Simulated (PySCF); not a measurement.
Simulated S 2p region for (MgS)3 ring, Mg3S3, binding energy against the vacuum level.

Every computed line was given a Gaussian of 1.0 eV full width at half maximum and an area set by the number of equivalent atoms (split 2:1 within a doublet); the highest printed point is 100. Theory: delta-SCF UKS SCAN, pcX-2 on the ionised atom, pcseg-1 elsewhere, spin-free X2C in PySCF 2.14.0.

| binding energy (eV) | intensity |
| --- | --- |
| 165.7 | 0 |
| 165.8 | 1 |
| 165.9 | 2 |
| 166.0 | 3 |
| 166.1 | 6 |
| 166.2 | 10 |
| 166.3 | 16 |
| 166.4 | 24 |
| 166.5 | 35 |
| 166.6 | 47 |
| 166.7 | 61 |
| 166.8 | 75 |
| 166.9 | 87 |
| 167.0 | 96 |
| 167.1 | 100 |
| 167.2 | 99 |
| 167.3 | 93 |
| 167.4 | 84 |
| 167.5 | 73 |
| 167.6 | 63 |
| 167.7 | 55 |
| 167.8 | 49 |
| 167.9 | 47 |
| 168.0 | 47 |
| 168.1 | 49 |
| 168.2 | 51 |
| 168.3 | 51 |
| 168.4 | 50 |
| 168.5 | 47 |
| 168.6 | 42 |
| 168.7 | 35 |
| 168.8 | 28 |
| 168.9 | 21 |
| 169.0 | 15 |
| 169.1 | 10 |
| 169.2 | 7 |
| 169.3 | 4 |
| 169.4 | 2 |
| 169.5 | 1 |
| 169.6 | 1 |
| 169.7 | 0 |
| 169.8 | 0 |

Task: How many maxima does the curve show, and how many computed lines lie under it?

Result: The curve has 2 maxima (at 167.1 and 168.3 eV). Under it lie 2 lines from 1 inequivalent sulfur site, drawn as a 2p3/2, 2p1/2 pair.

Task: Decompose the envelope and assign each component. Bonds: Mg1–S2, Mg1–S6, S2–Mg3, Mg3–S4, S4–Mg5, Mg5–S6.

Result: 
| position (eV) | relative area | line | atoms | environment |
| --- | --- | --- | --- | --- |
| 167.12 | 2.00 | S 2p3/2 | S2/S4/S6 | sulfur bonded to 2 Mg |
| 168.35 | 1.00 | S 2p1/2 | S2/S4/S6 | sulfur bonded to 2 Mg |

The curve has no shake-up lines and no vibrational structure. Atoms equivalent by their bonding share one computed value, that of the first of them. Spin–orbit coupling isn't in the SCF: each 2p doublet comes from a relaxed spin-free hole plus a matrix of the shell (mean-field spin–orbit coupling and the ground-state 2p splitting), with 2p3/2 averaged over its two sublevels. 2p1/2 minus 2p3/2 (ligand field included): S 1.23 eV. Geometry: PBE0-D3(BJ)/def2-SVP, one conformer, isolated molecule.
